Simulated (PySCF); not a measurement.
**Vertical excitation energies**

Compound: 2-vinylthiophene, C₆H₆S.
SMILES: `C=Cc1cccs1`

Computed with TDDFT CAM-B3LYP/def2-SVPD, vertical, gas phase, core orbitals frozen in the response (PySCF). The structure is a single PBE0-D3(BJ)/def2-SVP conformer in the gas phase; no vibrational or solvent corrections. Torsions of this conformer, `[CH2:1]=[CH:2][c:3]1[cH:4][cH:5][cH:6][s:7]1`: C1–C2–C3–C4 0°.

| state | E (eV) | λ (nm) | f | \|μ\| (D) | symmetry | main configurations (H = HOMO, L = LUMO) |
| --- | --- | --- | --- | --- | --- | --- |
| S1 | 4.69 | 264.5 | 0.372 | 4.58 | A′ | H→L (97%) |
| S2 | 5.44 | 227.9 | 0.062 | 1.73 | A′ | H-1→L (83%), H→L+3 (10%) |
| S3 | 5.76 | 215.3 | 0.0000 | 0.04 | – | H→L+1 (83%) |
| S4 | 6.19 | 200.2 | 0.0097 | 0.64 | A″ | H→L+2 (86%) |
| S5 | 6.28 | 197.3 | 0.045 | 1.38 | A′ | H→L+3 (85%), H-1→L (11%) |
| S6 | 6.36 | 195.0 | 0.0000 | 0.02 | – | H-1→L+1 (77%), H-1→L+9 (10%) |
| S7 | 6.78 | 182.9 | 0.0001 | 0.06 | – | H→L+4 (55%), H→L+5 (27%) |
| S8 | 6.98 | 177.6 | 0.0006 | 0.15 | – | H→L+5 (55%), H→L+4 (27%) |
| S9 | 7.02 | 176.6 | 0.103 | 1.96 | A′ | H-2→L (72%), H-1→L+3 (22%) |
| S10 | 7.15 | 173.5 | 0.0014 | 0.23 | – | H→L+6 (74%) |

Triplets (Tamm–Dancoff): T1 2.83 eV, H→L (92%); T2 4.29 eV, H-1→L (54%), H→L+3 (26%), H-2→L (10%); T3 4.37 eV, H-1→L (35%), H→L+3 (29%), H-2→L (27%); T4 5.58 eV, H→L+1 (79%).

The lowest singlet comes at 264 nm (452 kJ/mol) in the ultraviolet; it is strong; its leading configuration is HOMO→LUMO (97%). The lowest level is also the most intense of those listed (f = 0.372). Löwdin shares by element: HOMO carbon 68% or more (atoms not listed hold the other 32%); LUMO carbon 45% or more, sulfur 14% (atoms not listed hold the other 41%). The listed states span 2.46 eV, and the widest gap between neighbours is 0.75 eV (S1 to S2). Of the 10 states listed, 4 reach f = 0.01 and 3 stay under 0.0005. Orbital energies (eV): HOMO-3 -11.18, HOMO-2 -10.14, HOMO-1 -8.58, HOMO -7.49, LUMO -0.23, LUMO+1 1.24, LUMO+2 1.37. Symmetry labels in Cs follow from the direction of the transition dipole and are given only for states with f of 0.002 or more. Only the lowest 10 singlets were computed, as vertical energies without vibronic structure.

Cost: about 4 min of CPU time on one thread; the machine was shared, so the figure is rough.
